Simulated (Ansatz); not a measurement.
`[CH3][SnH]([CH3])[NH2]` → 2 C• + 9 H• + N• + Sn•  (atomization)

Calculated with Ansatz (gas phase, PBE0-D4/def2-TZVP geometries, no zero-point term in ΔE). CCSD(T)/CBS adds triple-zeta CCSD(T) − MP2 to the extrapolated MP2 energy (def2 sets, frozen cores). This one scheme is used for every species, atoms too. For atomizations the MP2-based limit and the directly extrapolated one differ by several kJ/mol either way, and by 10 to 25 for some Ge, Se and Sn compounds, so smaller differences from it don't rank the levels. Open shells (•) are unrestricted, without spin–orbit coupling. Spin–orbit coupling would lower the free atoms: a little for C; strongly for Sn. def2 core potentials past Kr. Bonds to Sn are less sure, by a few kJ/mol each and by 10 to 20 or more in all where they break to atoms, as the def2 sets lack core-valence functions. Each species was taken in one conformer, which may not be the lowest.

```
                 species  CCSD(T)/CBS(def2) energy (Eh)
`[CH3][SnH]([CH3])[NH2]`                     -350.26218
                      C•                      -37.79194
                      H•                       -0.50000
                      N•                      -54.53257
                     Sn•                     -213.97081
```

(1) Work out ΔE.

Largest T1 diagnostic among the species: 0.011.

## Answers

(1) ΔE = 9 × (-0.50000) + 2 × (-37.79194) + (-54.53257) + (-213.97081) − (-350.26218) = 1.67492 Eh = +45.58 eV.

At CCSD(T), def2-SVP lies −3.07 eV from the extrapolated value and def2-TZVPP −1.19 eV: correlation converges slowly with the basis, and small sets miss more of it in the bonded molecule than in its fragments. Leaving LDA and LC-ωPBE aside and taking each functional with its dispersion term where it has one, the values, not all of them listed here, spread over 1.46 eV, from BHLYP-D4 to PBE-D4. LDA lies +5.66 eV from PBE without D4, its usual overbinding. From PBE to PBE0 (25 % exact exchange), in def2-TZVPP and without D4, ΔE moves by −0.54 eV: exact exchange takes away binding that semilocal exchange gives to molecules.
